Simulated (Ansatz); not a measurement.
Ansatz results at the PBE0-D4/def2-TZVP geometry: HOMO–LUMO gap (ωB97M-V/def2-TZVPP) 9.05 eV; HOMO energy (ωB97M-V/def2-TZVPP) -9.63 eV; LUMO energy (B3LYP/def2-TZVPP) -2.90 eV.

Each molecule was computed in one conformer, which needn't be the lowest.

(1) Which molecule gave them?
A. `[OH][Ti]([SH])([SH])[SH]`
B. `[F][Ti]([SH])([Cl])[Cl]`
C. `C[NH][Ti]([OH])([Cl])[O]C`
D. `C[N](C)[Ti]([CH3])([Cl])[O][SiH3]`

Results:

(1) A. The others give `[F][Ti]([SH])([Cl])[Cl]`: 9.15, -10.47, -3.71; `C[N](C)[Ti]([CH3])([Cl])[O][SiH3]`: 9.84, -9.32, -1.98; `C[NH][Ti]([OH])([Cl])[O]C`: 10.09, -9.25, -1.62.

B3LYP here is the variant with VWN-RPA as its local correlation; programs differ in this.
